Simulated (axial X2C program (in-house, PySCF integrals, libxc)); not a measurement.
## Low determinants of CuP⁺ at the PBE0 level, 2c

Computed with an in-house relativistic program for diatomic molecules. Two-component (2c) means X2C with spin–orbit coupling and atomic mean-field two-electron Coulomb and Gaunt terms. Basis: Cu dyall-cv3z [9s9p6d3f2g], P dyall-v3z [8s7p2d1f] (cores contracted in-house); Gaussian nuclei, density fitting, unrestricted open shells. Masses: Cu 62.930 u, P 30.974 u.

Search at 2.170 Å (vertical energies from the lowest determinant):

| ΔE (eV) | state | electrons beyond evenly filled partner blocks | electrons in ±ω = 1/2, 3/2, 5/2, 7/2 |
| --- | --- | --- | --- |
| 0.00 | Ω = 3/2 | ω = 3/2 | 30 11 2 0 |
| 0.16 | Ω = 1/2 | ω = 1/2 | 31 10 2 0 |
| 0.47 | Ω = 1/2 | 2 × ω = -1/2, ω = 3/2 | 30 11 2 0 |
| 1.28 | Ω = 5/2 | 2 × ω = 1/2, ω = 3/2 | 30 11 2 0 |
| 1.32 | Ω = 1/2 | ω = 1/2 | 29 12 2 0 |
| 2.09 | Ω = 7/2 | ω = -1/2, ω = 3/2, ω = 5/2 | 31 11 1 0 |
| 2.09 | Ω = 5/2 | ω = -1/2, 2 × ω = 3/2 | 31 10 2 0 |

Lowest determinant, Ω = 3/2 (⟨Sz⟩ = 1.50, ⟨Lz⟩ = 0.00 at PBE0): Re = 2.199 Å, ωe = 294.6 cm⁻¹.

The determinant in row 2 of the search, Ω = 1/2 (⟨Sz⟩ = -0.50, ⟨Lz⟩ = 1.00 at PBE0), was followed along the bond at PBE0; measured from the minimum of the lowest determinant it gives:

Te = 0.145 eV (1167 cm⁻¹), Re = 2.115 Å, ωe = 390.1 cm⁻¹.

Task: Compare the bond of the determinant in row 2 with that of the lowest one.

Result: At PBE0 its Re is 0.084 Å shorter and its force constant, which goes as ωe², is 1.75 times that of the lowest determinant. T0 ≈ Te + Δωe/2 = 1167 + (48) = 1215 cm⁻¹.

The search compares states at one distance, so a state with another bond length can lie lower; it is not exhaustive and yields mostly the lowest determinant of each block pattern, so other components and higher states of one pattern are missing. These are energies of single determinants, not of spin-adapted states; PBE0 term energies can be off by some tenths of an eV, and the functional has no current term. The lowest determinant need not be the ground state where others lie within half an eV.
